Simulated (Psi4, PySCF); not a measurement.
C₂H₆Cl₂SSi, singlet, geometry from GFN2-xTB, atoms displaced at random by about 0.08 Å a coordinate. Base run: PySCF with PBE/STO-3G, gradient.

Here is a job for PySCF.
```python
from pyscf import gto, scf, dft

mol = gto.M(
    atom='''
C     2.360877   -1.595137    0.005888
S     1.437132   -0.052077    1.040593
Si   -0.523500   -0.035707    0.107698
C    -1.535910   -1.490046    0.529449
Cl   -1.198444    1.738020    0.625290
Cl   -0.137062   -0.045937   -2.001168
H     1.778395   -2.512170    0.508458
H     2.349544   -1.377742   -1.029677
H     3.197534   -1.419771    0.573087
H    -2.541578   -1.371310    0.309825
H    -1.611618   -1.598658    1.487215
H    -0.998764   -2.344570    0.231829
''',
    basis='sto-3g',
    charge=0,
    spin=0,
    verbose=3,
)

mf = dft.RKS(mol)
mf.xc = 'pbe'
mf.kernel()
g = mf.nuc_grad_method()
grad = g.kernel()
```

Programs used: Psi4, PySCF; a row that names a program was run with it.

The coordinate followed is y of atom 8.

Each row names what was changed in the base input (with any setting that the change needs).

| change | dE/dx (Eh/bohr) | net force (Eh/bohr) |
|---|---|---|
| base | 0.002173 | 0.000037 |
| density fitting = on; auxbasis_response = off | 0.002166 | 0.000925 |
| grid_response = on | 0.002170 | 0.000000 |
| conv_tol = 1e-6 | 0.002171 | 0.000037 |
| finite difference step (bohr) = 0.2; conv_tol = 1e-11 | 0.002946 | - |
| finite difference step (bohr) = 1e-5; conv_tol = 1e-11 | 0.002170 | - |
| code = psi4 | 0.002170 | 0.000271 |
| finite difference step (bohr) = 1e-3; conv_tol = 1e-11 | 0.002170 | - |
| grids.level = 1; grid_response = off | 0.002164 | 0.000749 |
| finite difference step (bohr) = 1e-4; conv_tol = 1e-11 | 0.002170 | - |
| finite difference step (bohr) = 0.01; conv_tol = 1e-11 | 0.002172 | - |
| finite difference step (bohr) = 0.05; conv_tol = 1e-11 | 0.002220 | - |

The net force is zero for an exact gradient.
